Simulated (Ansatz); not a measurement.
The Ansatz (a program for electronic structure) input:
Ansatz 0.2 input:
```yaml
crystal:
  periodic: [false, false, false]
  atoms:
    - {symbol: F, position_ang: [1.28249365, -1.06843622, -0.11172530]}
    - {symbol: Ge, position_ang: [-0.00000000, -0.00000000, -0.00000000]}
    - {symbol: F, position_ang: [0.58041552, 1.56903814, 0.00809899]}
    - {symbol: F, position_ang: [-1.01772117, -0.21135552, -1.31087792]}
    - {symbol: F, position_ang: [-0.84518800, -0.28924641, 1.41450423]}
basis:
  gaussian:
    orbitals: pc-2.json
hamiltonian:
  xc: b3lyp
```
The basis file holds pc-2 in the JSON format of the Basis Set Exchange.

Question: What does this run give for the total energy, number of basis functions?

Answer: 
| Item | Value |
|---|---|
| total energy | -2476.804479 Ha |
| number of basis functions | 163 |
